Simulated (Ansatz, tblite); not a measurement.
Spin states of the cluster Zn₅Te₄, each relaxed with PBE-D4/def2-SVP in Ansatz. Electronic energies in the gas phase.

In the def2 sets Te takes a core potential; there is no spin–orbit coupling. The xTB rows come from tblite. HOMO above LUMO, or a gap near zero within one spin, warns that the state may not be the lowest or that an electron is smeared out. The structure comes from a short search, and lower isomers may exist.

Singlet geometry:

Cartesian coordinates in Å:
```
Zn -0.469 2.768 0.092
Zn 1.362 0.882 -1.252
Zn -1.461 0.270 1.336
Zn 0.433 -4.496 -0.245
Zn 0.351 -1.860 -0.061
Te 1.991 3.032 -0.151
Te 0.704 -1.193 -2.454
Te -2.848 2.092 0.347
Te -0.063 -1.494 2.389
```

Triplet geometry:

```xyz
9

Zn    0.4122   -0.0028    2.9913
Zn   -1.1658    0.2960    0.7762
Zn    1.3187   -0.2491    0.4201
Zn   -0.6204   -0.1612   -4.6753
Zn   -0.2936    0.0107   -2.0478
Te   -1.5895    1.4869    3.0761
Te   -2.5820   -0.5844   -1.1845
Te    2.3869   -1.4490    2.4921
Te    2.1335    0.6530   -1.8481
```

Quintet geometry:

```csv
atom,x (Å),y (Å),z (Å)
Zn1,-0.109,-0.720,2.487
Zn2,-0.658,0.830,0.270
Zn3,0.781,-1.376,0.108
Zn4,0.480,1.301,-3.108
Zn5,-0.460,-0.861,-1.968
Te6,-1.016,1.612,2.741
Te7,-2.099,1.237,-1.905
Te8,1.115,-2.907,2.147
Te9,1.966,0.884,-0.772
```

⟨S²⟩: triplet 2.01 at PBE0-D4/def2-SVP (pure 2.00), quintet 6.02 at PBE0-D4/def2-SVP (pure 6.00).

Only these spin states were relaxed. The triplet has other bonds than the singlet, so the gap mixes isomer and spin. The quintet has other bonds than the singlet, so the gap mixes isomer and spin.

| level | triplet − singlet (kcal/mol) | quintet − singlet (kcal/mol) | lowest of these | remarks |
| --- | --- | --- | --- | --- |
| GFN1-xTB | 53.9 | 103.9 | singlet | – |
| GFN2-xTB | 39.3 | 92.7 | singlet | – |
| PBE-D4/def2-SVP | 34.9 | 56.3 | singlet | gap within one spin near zero (triplet) |
| r2SCAN-D4/def2-SVP | 38.0 | 56.0 | singlet | gap within one spin near zero (triplet) |
| PBE0-D4/def2-SVP | 46.6 | 67.5 | singlet | – |

Change of the quintet − singlet gap on mixing in exact exchange, in kcal/mol: PBE to PBE0 (25 % exact exchange) 11.2.

The xTB methods have no term that favours high spin, so they put low spin too low.
